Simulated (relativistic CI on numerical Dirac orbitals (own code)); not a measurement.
## Crystal-field levels of Ru⁶⁺, 4d2

Calculated by Dirac-Coulomb-Breit CI, orbitals from a KLI potential per configuration, model QED (radiative potential, 1s self-energy scaled to tabulated hydrogen-like ionisation energies), one configuration in a parametric crystal field, unscaled Slater integrals (own radial code). With so little scaling, terms lie 10 to 35 % too far apart, which can change the order of excited levels.

Field parameters in Wybourne normalisation: D3d B²₀ = −7Dσ, B⁴₀ = −14Dq − 21Dτ, B⁴₃ = −14√(10/7) Dq; Oh B⁴₀ = 21Dq, B⁴₄ = √(5/14) B⁴₀; Td as Oh with Dq negative (B⁴₀ = 21Dq, B⁴₄ = √(5/14) B⁴₀). The field is a parameter set, without covalency.

S and J are read from ⟨S²⟩ = S(S + 1) and ⟨J²⟩ = J(J + 1) of each level; they are not fictitious spins.

Td, 10Dq = -10700 cm⁻¹, the lowest 16 levels:

| E (cm⁻¹) | Degeneracy | Irrep | S | J |
| --- | --- | --- | --- | --- |
| 0.0 | 3 | T2 | 1.00 | 2.95 |
| 9881 | 2 | E | 0.93 | 2.64 |
| 10485 | 1 | A2 | 1.00 | 3.00 |
| 10854 | 3 | T2 | 1.00 | 3.22 |
| 11360 | 3 | T1 | 1.00 | 3.24 |
| 16773 | 2 | E | 0.57 | 3.16 |
| 17478 | 3 | T2 | 1.00 | 3.03 |
| 18615 | 2 | E | 0.75 | 3.07 |
| 19119 | 3 | T1 | 0.99 | 3.47 |
| 19318 | 1 | A1 | 0.97 | 3.42 |
| 26158 | 3 | T2 | 0.29 | 2.36 |
| 27629 | 1 | A1 | 0.09 | 3.85 |
| 29530 | 1 | A1 | 0.99 | 1.76 |
| 30063 | 3 | T1 | 0.96 | 1.87 |
| 31329 | 2 | E | 0.99 | 2.18 |
| 32179 | 3 | T2 | 0.87 | 2.29 |

D3d, 10Dq = 44450, Dσ = 510, Dτ = 440 cm⁻¹, the lowest 16 levels:

```
E (cm⁻¹)  Degeneracy  Irrep     S     J
     0.0           2      E  1.00  2.70
     776           2      E  1.00  2.92
    1480           1     A1  0.99  3.10
    2028           1     A2  1.00  3.40
    5769           2      E  1.00  3.19
    5982           1     A1  1.00  3.37
   14064           1     A1  0.03  3.13
   16405           2      E  0.02  3.17
   20781           2      E  0.02  3.16
   38170           1     A1  0.02  2.92
   44885           1     A2  1.00  3.07
   45042           1     A1  1.00  3.09
   45281           2      E  1.00  3.17
   45631           2      E  1.00  3.37
   47980           2      E  1.00  3.32
   48007           1     A2  1.00  3.36
```

Oh, 10Dq = 32200 cm⁻¹, the lowest 16 levels:

```csv
E (cm⁻¹),Degeneracy,Irrep,S,J
0.0,2,E,0.99,2.64
117,3,T2,1.00,2.72
2188,3,T1,1.00,3.41
3118,1,A1,1.00,3.73
16331,3,T2,0.05,3.07
16732,2,E,0.03,3.16
30536,1,A2,1.00,3.00
31062,3,T2,0.99,3.07
31705,3,T1,1.00,3.43
31774,2,E,1.00,3.49
34976,1,A1,0.08,3.06
43701,1,A1,0.97,1.25
44088,3,T1,1.00,1.50
44975,3,T2,0.94,2.27
45356,2,E,1.00,2.17
48786,3,T2,0.17,3.11
```

The free-ion ground term has S = 1. Every field shown keeps that spin.

Levels of this model without a field, named by their leading LS term: 3F_2 0, 3F_3 2677, 3F_4 5659, 1D_2 16147, 3P_0 17109, 3P_1 18233, 3P_2 21122, 1G_4 24522 cm⁻¹.
